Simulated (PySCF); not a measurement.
## `InChI=1S/C7H10O/c8-7-4-2-1-3-6(7)5-7/h1,3,6,8H,2,4-5H2/t6-,7-/m0/s1`

Molfile (atoms numbered from 1):
```
C7H10O
     RDKit          3D

 18 19  0  0  0  0  0  0  0  0999 V2000
    1.3675   -1.5734   -1.0022 O   0  0  0  0  0  0  0  0  0  0  0  0
    0.8043   -0.6092   -0.1613 C   0  0  2  0  0  0  0  0  0  0  0  0
   -0.4291   -1.0534    0.6140 C   0  0  0  0  0  0  0  0  0  0  0  0
   -1.6973   -0.4203    0.0328 C   0  0  0  0  0  0  0  0  0  0  0  0
   -1.5460    1.0683   -0.0789 C   0  0  0  0  0  0  0  0  0  0  0  0
   -0.3881    1.6240   -0.4027 C   0  0  0  0  0  0  0  0  0  0  0  0
    0.8113    0.8012   -0.6656 C   0  0  1  0  0  0  0  0  0  0  0  0
    1.7221    0.4035    0.4747 C   0  0  0  0  0  0  0  0  0  0  0  0
    1.7584   -2.2732   -0.4659 H   0  0  0  0  0  0  0  0  0  0  0  0
   -0.3324   -0.7616    1.6623 H   0  0  0  0  0  0  0  0  0  0  0  0
   -0.5066   -2.1423    0.5704 H   0  0  0  0  0  0  0  0  0  0  0  0
   -1.8769   -0.8340   -0.9644 H   0  0  0  0  0  0  0  0  0  0  0  0
   -2.5563   -0.6705    0.6575 H   0  0  0  0  0  0  0  0  0  0  0  0
   -2.4248    1.6715    0.0960 H   0  0  0  0  0  0  0  0  0  0  0  0
   -0.2763    2.6953   -0.4925 H   0  0  0  0  0  0  0  0  0  0  0  0
    1.2995    0.9834   -1.6146 H   0  0  0  0  0  0  0  0  0  0  0  0
    2.7789    0.3356    0.2638 H   0  0  0  0  0  0  0  0  0  0  0  0
    1.4830    0.7614    1.4649 H   0  0  0  0  0  0  0  0  0  0  0  0
  2  1  1  6
  2  3  1  0
  3  4  1  0
  4  5  1  0
  5  6  2  0
  6  7  1  0
  7  8  1  0
  7  2  1  0
  8  2  1  0
  1  9  1  0
  3 10  1  0
  3 11  1  0
  4 12  1  0
  4 13  1  0
  5 14  1  0
  6 15  1  0
  7 16  1  6
  8 17  1  0
  8 18  1  0
M  END
```

Method: TDDFT BHandHLYP/def2-SVPD circular dichroism and optical rotation, one conformer, gas phase in PySCF. Geometry: GFN2-xTB.

The molecule is flexible and this is one conformer; a measurement averages over conformers. States above about 7.8 eV (minus the energy of the highest occupied orbital) lie near or above the ionisation threshold and depend on the basis.

(1) Draw the ECD and absorption spectra from the lowest 12 states, each a Gaussian of half-width 0.3 eV at 1/e height.

Results:

(1) 
```
E (eV)  λ (nm)  Δε (L mol⁻¹ cm⁻¹)  ε (L mol⁻¹ cm⁻¹)
  6.26     198              -1.23               666
  6.36     195              -3.38              1840
  6.46     192              -7.44              4070
  6.56     189             -13.15              7290
  6.66     186             -18.69             10500
  6.76     183             -21.34             12400
  6.86     181             -19.63             12000
  6.96     178             -14.86              9820
  7.06     176             -10.49              7150
  7.16     173              -9.90              5250
  7.26     171             -14.06              4530
  7.36     168             -20.53              4630
  7.46     166             -24.41              4920
  7.56     164             -21.72              4990
  7.66     162             -12.59              4790
  7.76     160              -1.16              4510
  7.86     158              +8.19              4310
  7.96     156             +14.33              4360
  8.06     154             +19.23              4730
  8.16     152             +24.61              5260
  8.26     150             +29.14              5500
```
Δε uses R in velocity form, ε uses f in length form. Only the states computed contribute, so the short-wavelength end is incomplete.

The sign of the CD band at 180 nm isn't settled: the length form gives the opposite one.
